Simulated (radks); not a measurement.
Q: The mercury ion Hg3+, configuration [Xe] 4f14 5d9. Calculated with a radial shooting solver on a logarithmic mesh with Libxc functionals: scalar-relativistic Kohn-Sham, PBEsol, spin-polarised, spherical densities, finite nucleus; open shells are filled with parallel spins first (spin-orbit coupling, left out, can overturn this in heavy ions); Fermi nuclear charge, rms radius 5.4648 fm. Some entries of the table are withheld. Estimate them.

| orbital | occ. | eigenvalue (hartree) | r(max) (bohr) |
|---|---|---|---|
| 1s up | 1 | -3055.389 | 0.01023 |
| 1s down | 1 | -3055.389 | 0.01023 |
| 2s up | 1 | -542.6177 | 0.05917 |
| 2s down | 1 | -542.6146 | 0.05917 |
| 2p up | 3 | -468.3236 | 0.04907 |
| 2p down | 3 | -468.3210 | 0.04907 |
| 3s up | 1 | -129.7277 | 0.1668 |
| 3s down | 1 | -129.7263 | 0.1668 |
| 3p up | 3 | -108.2511 | 0.1664 |
| 3p down | 3 | -108.2495 | 0.1664 |
| 3d up | 5 | -85.59585 | 0.1355 |
| 3d down | 5 | -85.59349 | 0.1355 |
| 4s up | 1 | -29.49792 | 0.3758 |
| 4s down | 1 | -29.49482 | 0.3758 |
| 4p up | 3 | -22.45244 | 0.3959 |
| 4p down | 3 | -22.44947 | 0.3959 |
| 4d up | 5 | -14.07961 | 0.4028 |
| 4d down | 5 | -14.07614 | 0.4028 |
| 5s up | 1 | -5.61002 | 0.8273 |
| 5s down | 1 | -5.59038 | 0.8267 |
| 4f up | 7 | -4.79516 | 0.3663 |
| 4f down | 7 | -4.79047 | 0.3663 |
| 5p up | 3 | -3.70745 | (1) |
| 5p down | 3 | -3.68385 | (2) |
| 5d up | 5 | -1.57453 | (3) |
| 5d down | 4 | -1.54869 | (4) |
| 6s up | 0 | -1.26184 | 1.990 |
| 6s down | 0 | -1.24525 | 1.997 |
| 6p up | 0 | -0.88538 | 2.429 |
| 6p down | 0 | -0.87433 | 2.444 |

A: 
(1) 5p up r(max) (bohr): 0.9271
(2) 5p down r(max) (bohr): 0.9262
(3) 5d up r(max) (bohr): 1.147
(4) 5d down r(max) (bohr): 1.146
